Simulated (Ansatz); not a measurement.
`NNc1ccccc1` + HBr → `Brc1ccccc1` + `NN` at 700 K and 1 bar (substitution at a C–N bond).

Gas-phase electronic energies from Ansatz, PBE0-D4/def2-TZVP geometries. CCSD(T)/CBS is the MP2 limit (def2-TZVPP, def2-QZVPP) plus CCSD(T) − MP2 in def2-TZVPP, frozen cores. This one scheme is used for every species. For Br outer-core shells are correlated without core-valence functions, which leaves a few kJ/mol of doubt a bond. Scalar relativity is left out up to krypton. One conformer a species, not always the lowest.

```json
{"species": "`NNc1ccccc1`", "CCSD(T)/CBS energy (Eh)": "-342.49555", "H − E (kJ/mol)": "450.9", "S (J/(mol·K))": "494.5"}
{"species": "HBr", "CCSD(T)/CBS energy (Eh)": "-2573.91920", "H − E (kJ/mol)": "36.5", "S (J/(mol·K))": "223.7"}
{"species": "`Brc1ccccc1`", "CCSD(T)/CBS energy (Eh)": "-2804.64240", "H − E (kJ/mol)": "315.0", "S (J/(mol·K))": "445.2"}
{"species": "`NN`", "CCSD(T)/CBS energy (Eh)": "-111.76471", "H − E (kJ/mol)": "177.0", "S (J/(mol·K))": "281.0"}
```

H − E and S are ideal-gas, rigid-rotor, harmonic terms from PBE0-D4/def2-TZVP, for one conformer and one mirror image of each species. 1 Eh = 2625.50 kJ/mol, R = 8.31446 J/(mol·K).

Q: By hand: ΔE, ΔH, ΔS and ΔG.

A: ΔE = (-2804.64240) + (-111.76471) − (-342.49555) − (-2573.91920) = 0.00764 Eh = 20.1 kJ/mol. Δ(H − E) = 315.0 + 177.0 − 450.9 − 36.5 = 4.6, so ΔH = 24.7 kJ/mol. ΔS = 445.2 + 281.0 − 494.5 − 223.7 = 8.0 J/(mol·K). ΔG = 24.7 − 700 × (8.0)/1000 = 19.1 kJ/mol.

Q: By hand: the equilibrium constant, and the temperature at which ΔG would vanish if ΔH and ΔS stayed fixed.

A: log₁₀ K = −ΔG/(RT ln 10) = -1.4. ΔG = 0 at ΔH/ΔS = 3088 K, far beyond where these terms or the molecules hold.

The number of gas molecules stays the same, so ΔS is small and ΔH decides. A doubt of 5 kJ/mol in ΔE shifts log₁₀ K by 0.4 here. Other conformers and mirror images would add mixing entropy, several J/(mol·K) or more a flexible species. These are equilibria of isolated gas molecules and say nothing of rates. Largest T1 diagnostic: 0.011 (customary marks: 0.02 for closed shells, 0.045 for open ones).
